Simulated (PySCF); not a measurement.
## Spin-rotation constants: SMILES [SiH3]N[SiH2]S, H$_{7}$NSSi$_{2}$

Geometry (Å), atoms numbered from 1 in this order:
```xyz
11

Si   -1.587    0.763    0.541
N    -0.336   -0.434    0.749
Si    0.926   -0.894   -0.347
S     2.893   -0.300    0.285
H    -1.528    1.218   -0.878
H    -1.398    1.946    1.439
H    -2.938    0.191    0.833
H    -0.278   -0.857    1.673
H     0.573   -0.287   -1.661
H     1.061   -2.375   -0.450
H     2.619    1.023    0.280
```

Level of theory: GIAO B3LYP/pcSseg-1 magnetisability, rotational g tensor and spin-rotation constants, non-relativistic, gas phase in PySCF. Geometry: PBE0-D3(BJ)/def2-SVP.

(1) Give the nuclear spin-rotation constants along the inertial axes (H = +C I·J) beside the isotropic shieldings.

(2) How do the rotational constants and the g tensor change when H5, H6, H7, H8, H9, H10, H11 are replaced by deuterium?

## Answers

(1) Rotational constants 8.9151, 1.3276, 1.2398 GHz. A star marks the isotopologue with that one atom substituted, in its own axes.
| atom | isotope | Caa (kHz) | Cbb (kHz) | Ccc (kHz) | mean (kHz) | σ (ppm) |
| --- | --- | --- | --- | --- | --- | --- |
| N2 | 14N | 0.454 | 0.052 | 0.040 | 0.182 | 233.4 |
| H5 | 1H | -0.758 | -0.117 | 0.054 | -0.274 | 26.9 |
| H6 | 1H | -0.778 | 0.057 | -0.100 | -0.273 | 26.7 |
| H7 | 1H | -0.041 | -0.081 | -0.075 | -0.065 | 26.7 |
| H8 | 1H | -1.087 | -0.182 | 0.008 | -0.420 | 31.7 |
| H9 | 1H | -0.708 | -0.111 | 0.053 | -0.255 | 26.3 |
| H10 | 1H | -0.638 | 0.009 | -0.068 | -0.232 | 26.3 |
| H11 | 1H | -0.860 | -0.061 | -0.118 | -0.347 | 31.0 |
| Si1 | 29Si* | -4.880 | -0.795 | -0.723 | -2.132 | 392.9 |
| Si3 | 29Si* | -5.400 | -0.824 | -0.786 | -2.337 | 358.8 |
| S4 | 33S* | 1.881 | 0.175 | 0.274 | 0.777 | 645.9 |

For the geometry as given, no vibrational averaging.

(2) Constants 6.6177, 1.2083, 1.1284 GHz; g -0.0514, -0.0146, -0.0175, against -0.0693, -0.0160, -0.0192 before.
